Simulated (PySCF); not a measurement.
Vertical excitations of a molecule C₅H₇F from TDA-PBE/def2-SVPD (PySCF), as energy in eV (oscillator strength): 6.06 (0.008), 6.18 (0.070), 6.60 (0.278), 6.67 (0.044), 6.77 (0.037), 7.02 (0.005), 7.12 (0.000), 7.42 (0.025), 7.67 (0.013), 7.69 (0.020). Lowest triplet (TDA): 4.25 eV. The structure is a stationary point at PBE0-D3(BJ)/def2-SVP. The values are those of a single conformer.

Q: Pick the molecule that these values belong to.
(A) C#C[C@H](F)CC
(B) CC1=CC[C@@H]1F
(C) C=CC/C=C\F
(D) C=C[C@@H]1C[C@@H]1F

A: D, C=C[C@@H]1C[C@@H]1F
